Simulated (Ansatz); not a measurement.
Hf₃Si₂. Charge 0, multiplicity 1. Geometry PBE-D4/def2-SVP, basis def2-TZVP, Ansatz.

Cartesian coordinates in Å:
```
Hf -1.818 -0.520 -0.832
Hf -0.342 -1.682 1.150
Hf 0.962 -0.576 -1.054
Si -0.346 0.983 0.833
Si 1.544 1.795 -0.098
```

```csv
run,HOMO (eV),LUMO (eV)
A,-3.74,-3.30
B,-3.79,-3.15
C,-5.27,-1.42
D,-4.36,-2.50
```

In the def2 sets Hf takes a core potential; there is no spin–orbit coupling. No other spin state of charge 0 was run. Another isomer (triplet) lies 2.57 eV lower at PBE0-D4/def2-TZVP; other spin states weren't run for this one.

Task: The runs used CAM-B3LYP, PBE, PBE0, r2SCAN. Estimate which is which.

Result: A PBE (0 % exact exchange); B r2SCAN (0 % exact exchange); C CAM-B3LYP (range-separated); D PBE0 (25 % exact exchange). Exact exchange lowers occupied and raises empty levels; among semilocal functionals meta-GGAs tend to open the gap a little, and such runs are hard to tell apart. The gap grows from 0.44 eV (PBE) to 3.86 eV (CAM-B3LYP). The restricted singlet is unstable towards broken spin symmetry in Hartree–Fock (as tested in another run); at PBE-D4/def2-TZVP, r2SCAN-D4/def2-TZVP, CAM-B3LYP-D4/def2-TZVP, PBE0-D4/def2-TZVP this wasn't settled.
